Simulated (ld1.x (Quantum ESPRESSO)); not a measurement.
**Reading a pseudo-wave (boron)**

Columns: radius, all-electron u(r) and pseudo u(r) of the 2s shell (level -9.39 eV) of boron in the configuration [He] 2s2 2p1; LDA (PZ), scalar-relativistic, PAW scheme, ld1.x (Quantum ESPRESSO) 7.5.

| r (bohr) | all-electron | pseudo |
| --- | --- | --- |
| 0.120 | 0.2907 | -0.0674 |
| 0.240 | 0.2793 | -0.1364 |
| 0.360 | 0.1467 | -0.2082 |
| 0.480 | -0.0233 | -0.2830 |
| 0.600 | -0.1916 | -0.3599 |
| 0.720 | -0.3407 | -0.4371 |
| 0.840 | -0.4643 | -0.5116 |
| 0.960 | -0.5613 | -0.5798 |
| 1.080 | -0.6334 | -0.6382 |
| 1.200 | -0.6832 | -0.6837 |
| 1.320 | -0.7139 | -0.7139 |
| 1.440 | -0.7287 | -0.7287 |
| 1.560 | -0.7305 | -0.7305 |
| 1.680 | -0.7221 | -0.7221 |
| 1.800 | -0.7058 | -0.7058 |
| 1.920 | -0.6835 | -0.6835 |
| 2.040 | -0.6569 | -0.6569 |
| 2.160 | -0.6274 | -0.6274 |
| 2.280 | -0.5959 | -0.5959 |
| 2.400 | -0.5635 | -0.5635 |
| 2.520 | -0.5306 | -0.5306 |
| 2.640 | -0.4980 | -0.4980 |
| 2.760 | -0.4660 | -0.4660 |
| 2.880 | -0.4348 | -0.4348 |
| 3.000 | -0.4048 | -0.4048 |
| 3.120 | -0.3760 | -0.3760 |

Problem. How many radial nodes do the two functions have?

Solution. The all-electron 2s function has n − l − 1 = 1; the pseudo-wave has 0, since the states of the same l below it are removed with the core.

Problem. At about which radius was the pseudo-wave matched?

Solution. 1.30 bohr, where the columns begin to agree (steps of 0.12 bohr).

Problem. Is the pseudo-wave norm-conserving?

Solution. No, it belongs to a PAW set: the norm inside the radius is not constrained, and the difference is carried by the augmentation charge.
